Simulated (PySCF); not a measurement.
## Computed properties of C₅H₆O₂, SMILES C=C=CCC(=O)O

C5H6O2, SMILES C=C=CCC(=O)O. Geometry optimised at TPSSh-D3(BJ)/def2-SVP. One conformer was computed; it need not be the lowest. All values are computed for the isolated molecule unless a solvent is named; none is compared with measurement here.

**Structure.** All 33 harmonic modes at TPSSh-D3(BJ)/def2-SVP (PySCF) are real, so it is a minimum. With heavy atoms numbered as in [CH2:1]=[C:2]=[CH:3][CH2:4][C:5](=[O:6])[OH:7], the shortest bond between them is C5–O6 at 1.208 Å and the longest C4–C5 at 1.516 Å.

**Vibrations.** The strongest infrared lines (harmonic, unscaled, degenerate partners summed) lie at 1847 cm⁻¹ (278 km/mol, C 64 %, O 34 %), 1155 cm⁻¹ (223 km/mol, H 46 %, C 30 %, O 24 %), 682 cm⁻¹ (101 km/mol, H 68 %, O 16 %, C 16 %). The softest mode is at 46 cm⁻¹ and the zero-point energy is 62.1 kcal/mol.

**Electronic structure.** B3LYP/def2-TZVP (PySCF) places the frontier levels at -7.27 and -0.36 eV, a gap of 6.91 eV, and gives a dipole moment of 1.66 D and a mean polarisability of 69.6 bohr³. PBE/def2-TZVP (PySCF) at the same geometry gives -6.29 and -1.19 eV, so its gap is 1.81 eV narrower. An orbital gap is neither the optical nor the fundamental gap.

**Excitations.** TDA-B3LYP/def2-SVPD (PySCF) has S1 at 5.60 eV (222 nm, f = 0.001, dark); the most intense of the 10 singlets computed lies at 6.96 eV (f = 0.10). T1 (TDA) is at 4.52 eV, 1.08 eV under S1. TDA-PBE/def2-SVPD (PySCF) puts S1 at 5.08 eV. No vertical singlet excitation falls in the visible range (under 3.1 eV).

**NMR.** GIAO shifts at HF/pcSseg-1 (PySCF) (non-relativistic, atoms alike by connectivity averaged): ¹³C from 33.6 to 230.9 ppm against TMS; ¹H from 3.2 to 6.5 ppm against TMS.
